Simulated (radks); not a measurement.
Task: The mean radii <r> (bohr) of the occupied orbitals of an atom or ion are listed with their occupations. All-electron calculation, Dirac Kohn-Sham, BLYP, spin-unpolarised, spherical densities, point nucleus. Program: a radial shooting solver on a logarithmic mesh with Libxc functionals.

orbital  occ.      <r>
1s1/2       2  0.01686
2s1/2       2  0.07044
2p1/2       2  0.05798
2p3/2       4  0.06653
3s1/2       2   0.1833
3p1/2       2   0.1736
3p3/2       4   0.1893
3d3/2       4   0.1648
3d5/2       6   0.1696
4s1/2       2   0.4068
4p1/2       2   0.4093
4p3/2       4   0.4434
4d3/2       4   0.4519
4d5/2       6   0.4631
5s1/2       2   0.9215
4f5/2       6   0.4945
4f7/2       8   0.5014
5p1/2       2   0.9913
5p3/2       4    1.082
5d3/2       4    1.367
5d5/2       3    1.406

Name the element and its charge. Open shells, if any, fill j = l - 1/2 first.

Result: Z = 79, gold, charge +4: Au4+ in [Xe] 4f14 5d7. The 1s radius gives Z: for a bare nucleus <r> = (2 gamma + 1)/(2Z) with gamma = sqrt(1 - (Z/c)^2), 0.01667 bohr for Z = 79, and screening makes it slightly larger (0.01686 here). The occupations add up to 75, and the charge is Z minus that.
